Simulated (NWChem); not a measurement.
Species: C4H3NS; SMILES C([C@H]1SC=N1)#C

```xyz
9

C     -0.2564    -2.7247     0.3266
C     -0.0245    -1.5984    -0.0891
C      0.2516    -0.2786    -0.6009
N      1.4198     0.4217    -0.0423
C      0.7455     1.4324     0.4038
S     -0.9488     1.1065     0.0093
H     -0.4562    -3.7191     0.7014
H      0.2513    -0.2470    -1.7116
H      1.1491     2.3259     0.9149
```
Atoms are numbered in this order, from 1.

Results from NWChem. Pople sets run with spherical d functions. Structure relaxed at the PBE-D3(BJ)/def2-SVP level.

For level PBE0/STO-3G:

| Item | Result |
|---|---|
| highest occupied level (eV) | -4.34 |
| orbital gap (eV) | 6.74 |
| dipole (D) | 1.67 |

Problem. What are these values for level PBE0/6-31G*?

Solution. 
| Property | Result |
|---|---|
| highest occupied level (eV) | -7.10 |
| orbital gap (eV) | 5.90 |
| dipole (D) | 0.82 |
